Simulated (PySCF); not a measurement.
## UHF on Mn (manganese, neutral)

Configuration: [Ar] 3d6 4s1, high-spin 6D determinant (an excited configuration). All numbers are calculated (PySCF 2.14, scalar relativity by spin-free X2C-1e, in aug-cc-pwCVTZ-DK (10s9p7d4f3g, 127 functions)).

```json
{
  "Total energy": "-1157.259321 hartree",
  "One-electron energy": "-1599.2269 hartree",
  "Hartree (Coulomb) energy": "493.5325 hartree",
  "Exchange energy": "-51.5649 hartree",
  "⟨S²⟩": "8.7619",
  "⟨L²⟩": "6.026",
  "Sum of ⟨r⟩": "20.65 bohr",
  "Sum of ⟨r²⟩": "36.48 bohr²",
  "Traceless quadrupole moment −½Σ⟨3z² − r²⟩ along its main axis": "0.678 e·bohr²",
  "Langevin diamagnetic susceptibility": "-28.9 ×10⁻⁶ cm³/mol"
}
```

```
shell  electrons  mean orbital energy (eV)  spread (eV)  rms radius, mean of both spins (bohr)
 1s α          1                   -6593.6            0                                 0.0703
 1s β          1                   -6593.5            0                                 0.0703
 2s α          1                   -799.57            0                                  0.302
 2s β          1                   -796.96            0                                  0.302
 2p α          3                   -673.25        0.668                                  0.273
 2p β          3                   -670.73        0.001                                  0.273
 3s α          1                   -104.85            0                                  0.921
 3s β          1                   -96.262            0                                  0.921
 3p α          3                   -68.221        1.686                                  0.999
 3p β          3                   -57.945        1.269                                  0.999
 3d α          5                   -11.327        2.039                                   1.51
 4s α          1                    -6.291            0                                   3.81
 3d β          1                    -5.993            0                                   1.51
```

Densities and radii are taken from the X2C orbitals without a picture-change correction, which distorts them close to the nucleus.

Spin-orbit constants ζ (cm⁻¹) from the X2C one-electron operator on these orbitals: bare nucleus, nucleus screened by l(l+1)(2l+1)/3 electrons, and screened by the Breit-Pauli mean field of the electrons.

```tsv
shell	bare	screened nucleus	mean field
2p	59300	54550	n/a
3p	6883	6333	n/a
3d	539.8	323.9	n/a
```

To first order the Landé constant is A = -64.78 cm⁻¹, so the lowest level has J = 9/2 and lies 0.0402 eV below the centre of the term. This holds in LS coupling only.
